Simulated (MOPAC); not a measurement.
A run for MOPAC: AM1 on H4OSi (SMILES O[SiH3]), a point of a torsion scan.

```
AM1 1SCF PRECISE CHARGE=0 THREADS=1
H4OSi

O      1.10385294 1    -0.48348730 1    -0.22840317 1
Si    -0.42219228 1     0.02395453 1     0.01623211 1
H      1.86673603 1     0.03511728 1     0.00406216 1
H     -1.06504746 1     0.06320101 1    -1.29338952 1
H     -0.41395732 1     1.35326785 1     0.63000384 1
H     -1.04959188 1    -0.95105860 1     0.90255702 1
```

It printed:

```
*******************************************************************************
 **                                                                           **
 **                              MOPAC v23.2.5                                **
 **                                                                           **
 *******************************************************************************
 ** MOPAC's Digital Object Identifier: https://doi.org/10.5281/zenodo.6511958 **
 **                                                                           **
 ** Please cite the open-source release paper for use of this MOPAC version:  **
 ** J. E. Moussa and J. J. P. Stewart (2026)                                  **
 ** MOPAC: An open-source semiempirical molecular orbital program             **
 ** J. Open Source Softw., 11(119), 8025, https://doi.org/10.21105/joss.08025 **
 *******************************************************************************

                              AM1 CALCULATION RESULTS

 *******************************************************************************
 *  AM1        - The AM1 Hamiltonian to be used
 *
 *
 *
 *                 CHARGE ON SYSTEM = 0
 *
 *
 *
 *  PRECISE    - TIGHTER CRITERIA TO BE USED
 *  1SCF       - DO 1 SCF AND THEN STOP
 *  THREADS=1  - MULTI-THREADING NOT USED
 *  T=         - A TIME OF 172800.0 SECONDS REQUESTED
 *  DUMP=N     - RESTART FILE WRITTEN EVERY 7200.0 SECONDS REQUESTED
 *******************************************************************************
AM1 1SCF PRECISE CHARGE=0 THREADS=1
 H4OSi

   ATOM   CHEMICAL          X               Y               Z
  NUMBER   SYMBOL      (ANGSTROMS)     (ANGSTROMS)     (ANGSTROMS)

     1       O          1.10385294  *  -0.48348730  *  -0.22840317  *
     2      Si         -0.42219228  *   0.02395453  *   0.01623211  *
     3       H          1.86673603  *   0.03511728  *   0.00406216  *
     4       H         -1.06504746  *   0.06320101  *  -1.29338952  *
     5       H         -0.41395732  *   1.35326785  *   0.63000384  *
     6       H         -1.04959188  *  -0.95105860  *   0.90255702  *



          CARTESIAN COORDINATES

    NO.       ATOM           X           Y           Z

     1         O          1.1039     -0.4835     -0.2284
     2        Si         -0.4222      0.0240      0.0162
     3         H          1.8667      0.0351      0.0041
     4         H         -1.0650      0.0632     -1.2934
     5         H         -0.4140      1.3533      0.6300
     6         H         -1.0496     -0.9511      0.9026

  H: (AM1): M.J.S. DEWAR ET AL, J. AM. CHEM. SOC. 107 3902-3909 (1985)
  O: (AM1): M.J.S. DEWAR ET AL, J. AM. CHEM. SOC. 107 3902-3909 (1985)
 Si: (AM1): M.J.S.DEWAR, C. JIE, ORGANOMETALLICS, 6, 1486-1490 (1987).

           Empirical Formula: H4 O Si  =     6 atoms



      MOLECULAR POINT GROUP   :   Cs


      RHF CALCULATION, NO. OF DOUBLY OCCUPIED LEVELS = 7


 -------------------------------------------------------------------------------
 AM1 1SCF PRECISE CHARGE=0 THREADS=1
 H4OSi



     1SCF WAS SPECIFIED, SO BFGS WAS NOT USED
     SCF FIELD WAS ACHIEVED


                              AM1 CALCULATION
                                                       MOPAC v23.2.5 Linux




          FINAL HEAT OF FORMATION =        -55.00167 KCAL/MOL =    -230.12701 KJ/MOL


          COSMO AREA              =         87.34 SQUARE ANGSTROMS
          COSMO VOLUME            =         72.87 CUBIC ANGSTROMS

          IONIZATION POTENTIAL    =         11.015415 EV
          HOMO LUMO ENERGIES (EV) =        -11.015  1.256
          NO. OF FILLED LEVELS    =          7
          MOLECULAR WEIGHT        =         48.1165         POINT GROUP:  Cs

          MOLECULAR DIMENSIONS (Angstroms)

            Atom       Atom       Distance
            H     6    H     3     3.20699
            H     5    H     4     2.36331
            O     1    H     4     1.75974


          SCF CALCULATIONS        =          1





   ATOM   CHEMICAL          X               Y               Z
  NUMBER   SYMBOL      (ANGSTROMS)     (ANGSTROMS)     (ANGSTROMS)

     1       O          1.10385294  *  -0.48348730  *  -0.22840317  *
     2      Si         -0.42219228  *   0.02395453  *   0.01623211  *
     3       H          1.86673603  *   0.03511728  *   0.00406216  *
     4       H         -1.06504746  *   0.06320101  *  -1.29338952  *
     5       H         -0.41395732  *   1.35326785  *   0.63000384  *
     6       H         -1.04959188  *  -0.95105860  *   0.90255702  *

                             CARTESIAN COORDINATES

   1    O        1.103852940    -0.483487300    -0.228403170
   2   Si       -0.422192280     0.023954530     0.016232110
   3    H        1.866736030     0.035117280     0.004062160
   4    H       -1.065047460     0.063201010    -1.293389520
   5    H       -0.413957320     1.353267850     0.630003840
   6    H       -1.049591880    -0.951058600     0.902557020


           Empirical Formula: H4 O Si  =     6 atoms



      MOLECULAR POINT GROUP   :   Cs


                  EIGENVALUES
 -36.35755 -18.91825 -15.85908 -14.38274 -13.53146 -11.59953 -11.01542   1.25632
   1.70747   1.98710   2.09668   5.88759


              NET ATOMIC CHARGES AND DIPOLE CONTRIBUTIONS

  ATOM NO.   TYPE          CHARGE      No. of ELECS.   s-Pop       p-Pop
    1          O          -0.646169        6.6462     1.81993     4.82624
    2         Si           1.135879        2.8641     0.81510     2.04902
    3          H           0.249715        0.7503     0.75029
    4          H          -0.237343        1.2373     1.23734
    5          H          -0.264910        1.2649     1.26491
    6          H          -0.237172        1.2372     1.23717
 DIPOLE           X         Y         Z       TOTAL
 POINT-CHG.    -0.554     0.963     0.447     1.197
 HYBRID         0.661     0.376     0.167     0.778
 SUM            0.107     1.339     0.614     1.477


          ATOMIC ORBITAL ELECTRON POPULATIONS

     Atom    s        px        py        pz
    1  O   1.81993   1.30478   1.64244   1.87901
    2 Si   0.81510   0.57515   0.71979   0.75408
    3  H   0.75029
    4  H   1.23734
    5  H   1.26491
    6  H   1.23717

 **********************
 *                    *
 * JOB ENDED NORMALLY *
 *                    *
 **********************




 == MOPAC DONE ==
```

The run finished.

Cost: around 0.03 core-seconds (rough).
